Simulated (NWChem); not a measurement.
CH3Mg cation; SMILES [Mg+][CH3]

```xyz
5

Mg     0.0000     0.0000    -0.9494
C      0.0000     0.0000     1.1488
H      0.7405     0.7405     1.4581
H      0.2710    -1.0115     1.4581
H     -1.0115     0.2710     1.4581
```
Atoms are numbered in this order, from 1.

All runs use the structure optimised with B3LYP/6-31G* (spherical d).

**Question.** List the 4 lowest vertical singlet excitations from Hartree-Fock/def2-SVPD, CIS (NWChem).

**Answer.** 
```tsv
state	energy (eV)	oscillator strength	leading excitation (squared amplitude)
S1	4.63	0.564	HOMO → LUMO (0.96)
S2	6.49	0.273	HOMO → LUMO+1 (0.94)
S3	6.49	0.273	HOMO → LUMO+2 (0.94)
S4	7.89	0.006	HOMO−1 → LUMO (0.90)
```
